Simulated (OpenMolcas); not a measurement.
3d along the 19-electron sequence

| Quantity | Value |
| --- | --- |
| Program | OpenMolcas 26.06 |
| Method | SS-CASPT2, IPEA 0.25 Eh, imaginary shift 0.1 Eh |
| Basis | ANO-R3 |
| Scalar Hamiltonian | X2C, finite nucleus |
| Spin-orbit coupling | RASSI with atomic mean-field integrals over the reference wave functions, term energies averaged over their components |

Active space for each ion: 1 electron in 5 orbitals (3d); closed shells correlated by CASPT2: 3s 3p.

Computed levels in cm-1 above 2D 3/2:

```json
{"Level": "2D 5/2", "V4+": "621", "Cr5+": "905", "Mn6+": "1299", "Fe7+": "1795"}
{"Level": "weight of 2D in the lowest level (%)", "V4+": "100", "Cr5+": "100", "Mn6+": "100", "Fe7+": "100"}
```

Measured, with the error of the calculation in %. Measured levels: V4+ from Sugar and Corliss, J. Phys. Chem. Ref. Data 7, 1191 (1978); Cr5+ from Sugar and Corliss, J. Phys. Chem. Ref. Data 6, 317 (1977); Mn6+ from Corliss and Sugar, J. Phys. Chem. Ref. Data 6, 1253 (1977); Fe7+ from Corliss and Sugar, J. Phys. Chem. Ref. Data 11, 135 (1982).

```csv
Level,V4+,Cr5+,Mn6+,Fe7+
2D 5/2,625 (-0.7),940 (-3.8),1350 (-3.7),1836 (-2.3)
```

The fine-structure level 2D 5/2 changes by a factor of 2.89 from V4+ to Fe7+. Its fourth root runs 4.99, 5.48, 6.00, 6.51, with steps per unit of Z of 0.49, 0.52, 0.51; equal steps would mean a (Z - σ)^4 law with constant σ.

Term energies are means over components that CASPT2 splits; among the terms shown or strongly mixed into the levels shown the widest spread is 19 cm-1 (3d 2D, Mn6+). With one active electron, CASPT2 adds the correlation within the correlated inactive shells and between them and that electron, and leaves the splitting within a term as the reference gives it. Computed and measured levels are paired by configuration, term and J; levels that our copy of the source lacks, or whose pairing is in doubt (as where it misses far off the trend of its configuration), stay unpaired and out of the deviations. Levels of configurations outside the active space are missing.
